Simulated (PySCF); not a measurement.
CH₃Cd, doublet, geometry from GFN2-xTB (such geometries of metal compounds can be far from the true shape) (the spin is typed, not shown lowest) (core potentials on Cd). Base run: HF/def2-SV(P) run with PySCF.

Here is a job for PySCF.
```python
from pyscf import gto, scf

mol = gto.M(
    atom='''
Cd   -0.284542   -0.180196   -0.224558
C     1.437858    0.910574    1.134743
H     2.000201    0.137968    1.655324
H     0.943465    1.570745    1.844606
H     2.087197    1.477259    0.470377
''',
    basis='def2-sv(p)',
    ecp={'Cd': 'def2-sv(p)'},
    charge=0,
    spin=1,
    verbose=4,
)

mf = scf.UHF(mol)
mf.kernel()
mo_i, mo_e, stable_i, stable_e = mf.stability(internal=True, external=True, return_status=True, nroots=6, tol=1e-6)
print('internally stable:', stable_i, ' externally stable:', stable_e)
if not stable_i:
    umf = mf.copy()
    umf.scf_summary = {}
    umf.kernel(umf.make_rdm1(mo_i, mf.mo_occ))
```

The bond that is stretched is that between atoms 1 and 2. A test that says stable can miss a lower solution.

Variants of this job, named by their change:

```json
[
 {"change": "base", "ΔE vs base (eV)": "0.00", "<S^2>": "0.831", "stability test says": "stable"},
 {"change": "bond × 1.25", "ΔE vs base (eV)": "0.15", "<S^2>": "0.821", "stability test says": "stable"},
 {"change": "bond × 1.5", "ΔE vs base (eV)": "0.14", "<S^2>": "0.768", "stability test says": "stable"},
 {"change": "bond × 1.8", "ΔE vs base (eV)": "0.12", "<S^2>": "0.758", "stability test says": "stable"},
 {"change": "bond × 2.2", "ΔE vs base (eV)": "0.11", "<S^2>": "0.758", "stability test says": "stable"},
 {"change": "bond × 3.0", "ΔE vs base (eV)": "0.12", "<S^2>": "0.758", "stability test says": "stable"}
]
```

On stretching, the SCF can end on different states; <S^2> shows the spin contamination of each.
